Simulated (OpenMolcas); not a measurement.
Cu2+ (d9) in a complex was computed by CASSCF with the d shell active (OpenMolcas, ANO-RCC-VDZP on the metal). Its lowest spin-free states, and all those of the highest spin:

```csv
2S+1,Degeneracy,E (cm-1)
2,3,0.0
2,2,1860
```

Task: Is the site octahedral, tetrahedral or cube-like, axial, or of lower symmetry?

Result: The states with 2S+1 = 2 have orbital degeneracies 3, 2. Threefold states need a cubic site. For d9 at this spin an octahedron puts the twofold E below the threefold T2 and a tetrahedron or cube puts the threefold T2 below the twofold E, so the site is a tetrahedron or a cube, which this pattern cannot tell apart. The first gap at this spin, 1860 cm-1, is |10Dq| in ligand-field theory. The run had Cu2+ with 4 ligands (chloride) in tetrahedral coordination (Td) at 2.33 Å. A charge of +0.5 e stands 3.2 Å behind each ligand. Ligand basis ANO-RCC-VDZP.

An orbital triplet at a regular site is open to Jahn-Teller coupling, which can distort the site and quench the lowest spin-orbit gaps and is left out. Ligand-to-metal charge-transfer states are missing. With metal d orbitals alone and no dynamic correlation the field as a rule comes out too small, by tens of per cent, by up to half for chloride and softer ligands, and with too little covalency χT stands high. No measured value stands beside these numbers; the geometry was imposed, not optimised, and the real ion may take another.
